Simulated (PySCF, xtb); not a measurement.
tosylate (C7H7O3S), SMILES Cc1ccc(S(=O)(=O)[O-])cc1, charge -1.

xtb 6.7.1 with GFN2-xTB at its own geometry gives an orbital gap of 3.09 eV.

The structure is a stationary point at PBE0-D3(BJ)/def2-SVPD. The values are those of a single conformer.

Q: What does PBE/def2-SVPD in PySCF give? (Estimate from the structure and the level; the computed values follow.)

A: gap 3.01 eV (levels -1.06 and 1.95 eV).
